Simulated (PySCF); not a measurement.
Excitations are Tamm–Dancoff values on a coarser integration grid. The basis has no diffuse functions, so Rydberg states are missing or too high.

Z-matrix (Å, degrees):
```
B
C 1 1.5539
H 2 1.0898 1 114.87
H 2 1.0939 3 109.99 1 127.55
H 2 1.0999 3 106.64 4 114.77
C 1 1.5541 2 124.24 3 153.08
H 6 1.0900 1 114.71 2 151.44
H 6 1.0938 7 109.99 1 127.60
H 6 1.0999 7 106.50 8 114.85
I 1 2.1544 2 117.92 3 -26.90
```
Charge 0, spin multiplicity 1.

### Question
What is the computed LUMO, brightest of the four lowest singlets (TDA), T1 excitation (TDA), HOMO–LUMO gap and S1 excitation (TDA) (PySCF with TPSSh-D3(BJ)/def2-TZVP // PBE0-D3(BJ)/def2-TZVP)?

### Answer

```json
{
 "LUMO": "-1.55 eV",
 "brightest of the four lowest singlets (TDA)": "5.52 eV",
 "T1 excitation (TDA)": "4.35 eV",
 "HOMO–LUMO gap": "5.07 eV",
 "S1 excitation (TDA)": "4.51 eV"
}
```
